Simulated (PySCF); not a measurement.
ClSn, SMILES [Cl][Sn] (connectivity only; charge and spin as stated), neutral, multiplicity 2.

The structure is a stationary point at B3LYP-D3(BJ)/def2-TZVP. The def2 effective core potentials stand for the cores of Sn; spin–orbit coupling is left out.

Two levels are set side by side: PBE/def2-TZVPD (PySCF) and ωB97X/def2-TZVPD (PySCF). Same geometry, gas phase. Differences are taken from unrounded values.

```
quantity                  PBE
-----------------------  ----
α-spin orbital gap (eV)  0.12
β-spin orbital gap (eV)  3.89
dipole moment (D)        2.55
```

Task: These are the PBE values. What does ωB97X give? (The exact figures need the calculation; the answer reports its results.)

Result: 
```csv
quantity,ωB97X,PBE minus ωB97X
α-spin orbital gap (eV),5.75,-5.63
β-spin orbital gap (eV),9.63,-5.74
dipole moment (D),2.93,-0.38
```

Rough cost on one machine, each run with all the roots and properties that it gave: ωB97X against PBE within a factor of 2.
